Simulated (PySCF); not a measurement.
C3H2O, SMILES c1c(c1)=O. Coordinates come from a PBE-D3(BJ)/def2-SVP optimisation.

Calculation: PySCF 2.14.0 with PBE-D3(BJ)/def2-SVP.

Harmonic wavenumbers (cm⁻¹): 442, 506, 744, 791, 828, 958, 1015, 1114, 1545, 1953, 3106, 3139. Rotational constants (GHz): 31.58, 7.669, 6.171; symmetry number 2.

Question: Work out the zero-point energy and the ideal-gas rigid-rotor harmonic-oscillator thermochemistry at 298.15 K and 1 atm.

Answer: ZPE = ½ Σ hcν = ½ × 16139 cm⁻¹ = 96.53 kJ/mol. H − E(el) = 108.67 kJ/mol. Entropy in J/(mol K): translation 158.51, rotation 90.01, vibration 10.01, total 258.53. G − E(el) = 31.59 kJ/mol. Cp = 57.40 J/(mol K).
